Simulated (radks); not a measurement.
Spherical quantum dot in the effective-mass picture: electrons in a well V = -V0 / (1 + exp((r - R)/a)) with V0 = 4.74, R = 13.1, a = 1.3, all in effective atomic units (hartree* = m*/eps^2 hartree, bohr* = eps/m* bohr), one dielectric constant everywhere. Calculated with a radial shooting solver with Libxc functionals: non-relativistic Kohn-Sham, LDA (Slater exchange, Perdew-Wang correlation), spin-polarised, spherical densities. Levels are named by radial order and angular momentum (1s, 1p, 1d, 2s, ...), and open shells are averaged over m. Results are scaled to m* = 0.03 and eps = 10.1, for which hartree* = 8.003 meV and bohr* = 17.82 nm.

N = 11, configuration 1s2 1p6 1d(up 3, down 0). This is the lowest configuration that the search found (a dilute case). Occupied and some empty levels:

level    occupation  eigenvalue (meV)  <r> (nm)
1s up             1           -27.294     129.3
1s down           1           -27.188     128.6
1p up             3           -27.115     133.5
1p down           3           -27.005     133.3
1d up             3           -26.799     138.1
1d down           0           -26.687     138.1
1f up             0           -26.367     142.4
1f down           0           -26.255     142.5
2s up             0           -25.900     96.47
2s down           0           -25.850     95.77
2p up             0           -25.426     111.6
2p down           0           -25.362     111.1

Energy (meV): total -352.748, kinetic 7.4777, external -407.44, Hartree 59.072, exchange-correlation -11.862.
